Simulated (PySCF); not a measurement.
Job file and geometry (Å, from GFN2-xTB) of an NMR shielding run on SMILES c1p(CC)ccc1C(F)(F)F, C7H8F3P, GIAO PBE0/pcSseg-1 NMR shielding, non-relativistic, gas phase (PySCF); density fitting, a coarse starting grid and PySCF grid level 2 are the driver's defaults:

```
{"job": {"kind": "nmr", "xc": "PBE0", "basis": "pcSseg-1"}, "charge": 0, "multiplicity": 1}
C     -2.116150     0.673480    -0.593451
C     -2.288208    -0.529656     0.321218
P     -0.699990    -1.386510     0.794013
C      0.165613    -1.585878    -0.771035
C      1.285389    -0.838317    -0.807161
C      1.406730     0.053532     0.319973
C      2.573405     0.979147     0.439420
F      2.819183     1.642840    -0.705667
F      2.406204     1.912500     1.389240
F      3.715452     0.331104     0.742841
C      0.391589    -0.019118     1.208793
H     -3.091681     1.093091    -0.833478
H     -1.624608     0.391129    -1.521618
H     -1.518860     1.444951    -0.112978
H     -2.770334    -0.238671     1.257860
H     -2.911486    -1.292813    -0.152092
H     -0.101749    -2.326976    -1.504571
H      2.022829    -0.854477    -1.592909
H      0.326868     0.559891     2.114138
```

**Question.** What does the program print?

**Answer.** 
```
coarse grid: 17448 points
cycle   1  E = -911.3790384593  dE =  1.802e+00  |g| = 9.410e-01  |ddm| = 4.153e+00
cycle   2  E = -911.2266739052  dE =  1.524e-01  |g| = 1.380e+00  |ddm| = 1.343e+00
cycle   3  E = -911.5378813708  dE = -3.112e-01  |g| = 9.851e-02  |ddm| = 8.249e-01
cycle   4  E = -911.5387975555  dE = -9.162e-04  |g| = 7.565e-02  |ddm| = 1.691e-01
cycle   5  E = -911.5402612581  dE = -1.464e-03  |g| = 1.492e-02  |ddm| = 9.186e-02
cycle   6  E = -911.5403137762  dE = -5.252e-05  |g| = 4.041e-03  |ddm| = 1.801e-02
cycle   7  E = -911.5403175540  dE = -3.778e-06  |g| = 7.533e-04  |ddm| = 4.786e-03
final grid: 168176 points
cycle   8  E = -911.6256188810  dE = -5.818e-05  |g| = 1.019e-02  |ddm| = 4.600e-02
cycle   9  E = -911.6255994745  dE =  1.941e-05  |g| = 1.388e-02  |ddm| = 2.186e-02
cycle  10  E = -911.6256435774  dE = -4.410e-05  |g| = 1.325e-03  |ddm| = 1.388e-02
cycle  11  E = -911.6256439205  dE = -3.431e-07  |g| = 6.035e-04  |ddm| = 1.909e-03
cycle  12  E = -911.6256440128  dE = -9.231e-08  |g| = 1.238e-04  |ddm| = 6.692e-04
cycle  13  E = -911.6256440157  dE = -2.920e-09  |g| = 4.242e-05  |ddm| = 1.349e-04
cycle  14  E = -911.6256440161  dE = -3.888e-10  |g| = 9.181e-06  |ddm| = 4.609e-05
converged SCF energy = -911.6256440161

GIAO shielding tensors (ppm)
atom      isotropic    diamagn.    paramagn.     s11        s22        s33       span
  0 C      174.281     248.313     -74.031    161.106    165.956    195.782     34.676
  1 C      163.525     251.177     -87.652    155.390    156.621    178.562     23.172
  2 P      306.738     967.721    -660.983    256.897    313.169    350.150     93.253
  3 C       39.978     263.078    -223.100    -62.946     20.237    162.642    225.587
  4 C       43.923     251.577    -207.654    -59.444     43.022    148.192    207.636
  5 C       38.549     266.064    -227.515    -53.055     45.137    123.566    176.621
  6 C       55.472     240.065    -184.593     50.402     50.717     65.297     14.895
  7 F      250.069     474.053    -223.984    168.164    241.114    340.930    172.766
  8 F      260.991     473.639    -212.649    182.406    250.204    350.362    167.956
  9 F      238.275     469.358    -231.082    153.068    231.622    330.136    177.068
 10 C       38.920     259.637    -220.717    -65.889     14.507    168.142    234.030
 11 H       30.910      28.475       2.435     25.160     27.404     40.166     15.005
 12 H       30.823      31.509      -0.686     25.463     32.404     34.603      9.139
 13 H       30.899      31.865      -0.966     25.138     32.720     34.838      9.699
 14 H       29.485      30.099      -0.615     25.068     27.259     36.128     11.060
 15 H       29.518      29.800      -0.282     24.863     27.320     36.371     11.509
 16 H       24.692      32.183      -7.491     21.360     25.413     27.303      5.943
 17 H       24.248      31.693      -7.445     21.245     23.795     27.705      6.460
 18 H       24.294      33.576      -9.282     19.957     25.019     27.905      7.948
```

Size and cost of the density-fitted run: 234 basis functions, about 2.6 core-minutes.
